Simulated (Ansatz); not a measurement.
C$_{2}$H$_{7}$FSSi, SMILES `C[SiH](F)CS`. Charge 0, multiplicity 1.

Z-matrix (Å, degrees):
```
C
Si 1 1.850
H 1 1.092 2 110.7
H 1 1.092 2 110.8 3 -120.7
H 1 1.094 2 110.3 3 119.8
F 2 1.608 1 109.1 3 65.2
C 2 1.869 1 112.5 3 -53.0
H 2 1.488 1 111.8 3 -177.3
S 7 1.815 2 111.8 1 62.3
H 7 1.092 2 112.3 1 -172.6
H 7 1.094 2 109.1 1 -54.0
H 9 1.343 7 97.1 2 49.8
```

Task: Give the diagnostics of a CCSD(T)/def2-TZVPP run (frozen core, Ansatz). (Estimate.)

Result: Ansatz gave: T1 = 0.0107, largest single amplitude 0.011, largest double 0.020, (T) share of the correlation energy 3.6 %, 9 CCSD cycles. The RHF solution is stable towards an unrestricted one. T1 lies under the customary mark of 0.02 for closed shells.
